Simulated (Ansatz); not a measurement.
Start from `OC[CH2][SnH3]` and change one atom or group to get `C[CH2][SnH3]`.

Ansatz, PBE0-D4/def2-TZVP geometries, multiplicity 1. Each molecule was computed in one conformer, which needn't be the lowest.

Elements past krypton have def2 core potentials.

| property | `OC[CH2][SnH3]` |
| --- | --- |
| HOMO–LUMO gap (ωB97M-V/def2-TZVPP) / eV | 11.97 |
| HOMO energy (PBE/def2-TZVPP) / eV | -6.24 |
| HOMO–LUMO gap (PBE0/def2-TZVPP) / eV | 8.21 |
| size of the dipole moment (PBE/def2-TZVPP) / D | 1.19 |
| HOMO–LUMO gap (B3LYP/def2-TZVPP) / eV | 7.71 |
| HOMO energy (B3LYP/def2-TZVPP) / eV | -7.69 |

Problem. Give the same properties after the change, and the shifts. (An estimate is asked.)

Solution. Ansatz gave: 
```json
{"property": "HOMO–LUMO gap (ωB97M-V/def2-TZVPP) / eV", "`C[CH2][SnH3]`": "11.60", "shift": "-0.37"}
{"property": "HOMO energy (PBE/def2-TZVPP) / eV", "`C[CH2][SnH3]`": "-6.67", "shift": "-0.43"}
{"property": "HOMO–LUMO gap (PBE0/def2-TZVPP) / eV", "`C[CH2][SnH3]`": "8.16", "shift": "-0.05"}
{"property": "size of the dipole moment (PBE/def2-TZVPP) / D", "`C[CH2][SnH3]`": "1.02", "shift": "-0.17"}
{"property": "HOMO–LUMO gap (B3LYP/def2-TZVPP) / eV", "`C[CH2][SnH3]`": "7.71", "shift": "0.00"}
{"property": "HOMO energy (B3LYP/def2-TZVPP) / eV", "`C[CH2][SnH3]`": "-7.62", "shift": "0.07"}
```

With PBE0 the HOMO rises by 0.10 eV and the LUMO rises by 0.05 eV, so the gap narrows by about 0.05 eV. PBE moves the HOMO by -0.43 eV and ωB97M-V by 0.41 eV. Dipoles are sizes alone; their direction can turn.

B3LYP here is the variant with VWN-RPA as its local correlation; programs differ in this.
